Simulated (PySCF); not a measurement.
Electronic absorption of alpha-fenchol

Compound: alpha-fenchol, C10H18O.
Structure used (PBE0-D3(BJ)/def2-SVP), in Å, numbered top down from 1:
```
atom  x, y, z in Å
C1     2.172    0.910    1.448
C2     1.155    0.242    0.551
C3     1.607    0.068   -0.915
C4     0.714   -1.073   -1.452
C5    -0.258   -1.315   -0.292
C6     0.702   -1.182    0.898
C7    -1.197   -0.092   -0.097
C8    -1.822    0.429   -1.387
C9    -2.326   -0.437    0.873
C10   -0.216    0.956    0.551
O11   -0.220    2.239   -0.002
H12    1.820    0.941    2.491
H13    2.340    1.950    1.125
H14    3.139    0.382    1.428
H15    1.516    1.005   -1.492
H16    2.675   -0.196   -0.953
H17    0.217   -0.837   -2.402
H18    1.310   -1.983   -1.627
H19   -0.809   -2.265   -0.370
H20    1.524   -1.915    0.874
H21    0.214   -1.243    1.883
H22   -1.083    0.782   -2.121
H23   -2.494    1.273   -1.172
H24   -2.412   -0.362   -1.877
H25   -2.906    0.464    1.128
H26   -1.943   -0.863    1.813
H27   -3.019   -1.171    0.431
H28   -0.511    1.111    1.603
H29    0.065    2.177   -0.920
```

Level of theory: TDDFT CAM-B3LYP/def2-SVPD, vertical, gas phase, core orbitals frozen in the response in PySCF.

| state | E (eV) | λ (nm) | f | main configurations (H = HOMO, L = LUMO) |
| --- | --- | --- | --- | --- |
| S1 | 6.95 | 178.5 | 0.0017 | H→L (74%), H→L+1 (14%) |
| S2 | 7.79 | 159.2 | 0.014 | H→L+1 (56%), H→L+3 (14%), H→L (12%) |
| S3 | 7.90 | 156.9 | 0.0061 | H-1→L (89%) |
| S4 | 8.17 | 151.8 | 0.028 | H→L+2 (66%), H→L+3 (14%) |
| S5 | 8.21 | 151.1 | 0.024 | H→L+3 (38%), H→L+2 (22%), H→L+1 (12%) |
| S6 | 8.43 | 147.0 | 0.0044 | H-2→L (39%), H-1→L+1 (35%) |
| S7 | 8.47 | 146.4 | 0.015 | H-2→L (43%), H-1→L+1 (42%) |
| S8 | 8.69 | 142.6 | 0.0078 | H-1→L+2 (42%), H→L+4 (20%) |
| S9 | 8.73 | 142.0 | 0.0019 | H→L+4 (26%), H-3→L (24%), H→L+7 (12%) |
| S10 | 8.74 | 141.9 | 0.033 | H-1→L+3 (61%) |

Triplets, Tamm–Dancoff:

```json
{"state": "T1", "E (eV)": "6.73", "λ (nm)": "184.2", "main configurations (H = HOMO, L = LUMO)": "H→L (66%), H→L+1 (17%)"}
{"state": "T2", "E (eV)": "7.69", "λ (nm)": "161.1", "main configurations (H = HOMO, L = LUMO)": "H→L+1 (51%), H→L (17%), H→L+3 (10%)"}
{"state": "T3", "E (eV)": "7.78", "λ (nm)": "159.5", "main configurations (H = HOMO, L = LUMO)": "H-1→L (80%)"}
{"state": "T4", "E (eV)": "8.08", "λ (nm)": "153.5", "main configurations (H = HOMO, L = LUMO)": "H→L+2 (71%), H→L+3 (10%)"}
```

The lowest singlet lies at 6.95 eV (178 nm, vacuum ultraviolet) and is very weak; its leading configuration is HOMO→LUMO (74%). The strongest level in the table is S10 at 8.74 eV (142 nm, f = 0.033). It is the last of those listed, so stronger ones may follow. S9/S10 lie within about 0.01 eV of each other. Löwdin shares by element: HOMO carbon 39% or more, oxygen 38% (atoms not listed hold the other 23%); LUMO carbon 15% or more, oxygen 10%, hydrogen 8% or more (atoms not listed hold the other 68%). Of the 10 states listed, 5 reach f = 0.01 and none stays under 0.0005. The oscillator strengths of these states sum to 0.135; summed over the whole spectrum of an exact calculation they would give the number of electrons, 86 (Thomas–Reiche–Kuhn). The listed states span 1.79 eV, and the widest gap between neighbours is 0.84 eV (S1 to S2). Only the lowest 10 singlets were computed, as vertical energies without vibronic structure.

One conformer stands for the species.
